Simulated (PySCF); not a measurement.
**Trend along group 14: MC molecules**

PBE0 with triple-zeta basis sets in PySCF, for the lowest determinant that a PBE0 search found; no spin–orbit coupling. De refers to high-spin ground-configuration atoms. A positive dipole means M(−)C(+).

| M | basis | state (unpaired electrons) | Re (Å) | ωe (cm⁻¹) | De (eV) | μ (D) |
| --- | --- | --- | --- | --- | --- | --- |
| C | def2-TZVPP | triplet (σ ↑, π ↑) | 1.301 | 1711 | 6.30 | n/a |
| Si | x2c-TZVPPall | triplet (σ ↑, π ↑) | 1.710 | 994 | 4.41 | -1.59 |
| Ge | def2-TZVPP | triplet (σ ↑, π ↑) | 1.795 | 827 | 3.88 | -1.89 |
| Sn | def2-TZVPP | triplet (σ ↑, π ↑) | 2.004 | 648 | 3.18 | -2.56 |

Question: By what factor does the bond length vary along the series?

Answer: At PBE0 it runs from 1.301 Å (C2) to 2.004 Å (SnC), a factor of 1.54.

The rows differ in basis set, which adds steps of its own.

Down a group the atoms grow and get heavier, so bonds lengthen and wavenumbers fall; this series shows no clear exception.

These are scalar-relativistic numbers at best; spin–orbit coupling would shift them, the dissociation energy most. States were picked by a PBE0 search and need not be the measured ground states.
